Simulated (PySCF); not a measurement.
Two species compared at the same levels of theory.

First species: C₅H₁₁ClO₃Si.
SMILES with atom numbers: `[CH3:1][O:2][C:3](=[O:4])[Si@@H:5]([Cl:6])[C@@H:7]([CH3:8])[O:9][CH3:10]` (hydrogens: H11, H12, H13 on C1; H14 on Si5; H15 on C7; H16, H17, H18 on C8; H19, H20, H21 on C10)

Second species: C₅H₁₀OSi.
SMILES: `C([SiH2]C1CCC1)=O`

Levels: PBE0/pcSseg-1 for dipole moment, HOMO energy, LUMO energy and HOMO–LUMO gap; GFN2-xTB for rotational constant A and rotational constant C. Geometries: GFN2-xTB. All species are isolated and taken at one optimised geometry, non-relativistic unless stated. Electronic properties by PySCF.

Dipoles, sizes and rotational constants follow the conformer. The torsions of the flexible species, by atom-mapped SMILES:
- `[CH3:1][O:2][C:3](=[O:4])[Si@@H:5]([Cl:6])[C@@H:7]([CH3:8])[O:9][CH3:10]`: C1–O2–C3–O4 1°, O2–C3–Si5–Cl6 62°, C3–Si5–C7–C8 52°, Si5–C7–O9–C10 164°
- `[O:1]=[CH:2][SiH2:3][CH:4]1[CH2:5][CH2:6][CH2:7]1`: O1–C2–Si3–C4 111°, C2–Si3–C4–C5 -73°

```json
{"property": "dipole moment", "column X": "1.07 D", "column Y": "2.89 D"}
{"property": "HOMO energy", "column X": "-7.49 eV", "column Y": "-6.76 eV"}
{"property": "LUMO energy", "column X": "-0.79 eV", "column Y": "-1.34 eV"}
{"property": "HOMO–LUMO gap", "column X": "6.70 eV", "column Y": "5.42 eV"}
{"property": "rotational constant A", "column X": "1.529 GHz", "column Y": "4.668 GHz"}
{"property": "rotational constant C", "column X": "0.443 GHz", "column Y": "1.054 GHz"}
```

Question: Which column belongs to which species?

Answer: Column X is the first species and column Y the second. The first has 21 atoms and 96 electrons, the second 17 and 62.

Question: How does each property change from the first species to the second?

Answer: dipole moment +1.82 D; HOMO energy +0.73 eV; LUMO energy -0.55 eV; HOMO–LUMO gap -1.28 eV; rotational constant A +3.139 GHz; rotational constant C +0.611 GHz.

On the first: The dipole matches unit charges of opposite sign 0.22 Å apart (1 e·Å = 4.8032 D).

On the second: A dipole of 2.89 D is allowed in C1, and pure rotational transitions are dipole-allowed. The dipole equals about 9.6 × 10⁻³⁰ C·m (1 D = 3.33564 × 10⁻³⁰ C·m).
